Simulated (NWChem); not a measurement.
Molecule: C2H2O3S; SMILES C#CS(=O)(=O)O

```xyz
8

C      0.0132    -2.5287     0.0207
C     -0.0066    -1.3191    -0.0015
S     -0.0780     0.3967    -0.1135
O      0.8034     0.8095    -1.1823
O     -1.4560     0.7939    -0.0323
O      0.6057     0.8204     1.2815
H      0.0301    -3.6048     0.0442
H      1.5534     0.9542     1.1204
```
Atoms are numbered in this order, from 1.

Coordinates come from a PBE0/def2-SVP optimisation.

### Question
List the 4 lowest vertical singlet excitations from PBE0/6-31G* (spherical d), TDA (NWChem).

### Answer
```csv
state,energy (eV),oscillator strength,leading excitation (squared amplitude)
S1,6.02,0.000,HOMO → LUMO (0.90)
S2,6.44,0.001,HOMO−1 → LUMO (0.52)
S3,6.59,0.000,HOMO−1 → LUMO+1 (0.91)
S4,7.46,0.009,HOMO−2 → LUMO (0.83)
```
